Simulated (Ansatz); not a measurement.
Gas-phase electronic energies from Ansatz, PBE0-D4/def2-TZVP geometries. CBS: MP2 limit from def2 TZ/QZ plus the TZ coupled-cluster correction, frozen cores. DFT in def2-TZVPP. For Ge outer-core shells are correlated without core-valence functions, which leaves a few kJ/mol of doubt a bond. Scalar relativity is left out up to krypton. Each species was taken in one conformer, which may not be the lowest.

`[AlH2][NH][SiH2][SiH3]` + `[OH][Ge]([F])([F])[F]` → `O[SiH2][NH][AlH2]` + `[F][Ge]([F])([F])[SiH3]`  (redistribution)

Q: Is it downhill or uphill in electronic energy at CCSD(T)/CBS, and by how much? (Best estimate.)

A: The calculation gave: Downhill: ΔE = -1.07 eV.

Q: What do these levels give: PBE0-D4, B2PLYP, MP2/def2-TZVPP, SCS-MP2/def2-TZVPP, CCSD/def2-TZVPP, CCSD(T)/def2-TZVPP? (Estimate.)

A: Ansatz gave: PBE0-D4 -1.00, B2PLYP -1.08, MP2/def2-TZVPP -1.00, SCS-MP2/def2-TZVPP -1.00, CCSD/def2-TZVPP -0.97, CCSD(T)/def2-TZVPP -0.96 eV.

Largest T1 diagnostic among the species: 0.013.

In def2-TZVPP, CCSD(T) changes the Hartree–Fock value by +0.08 eV (the triples alone add +0.02 eV) and MP2 by +0.04 eV.
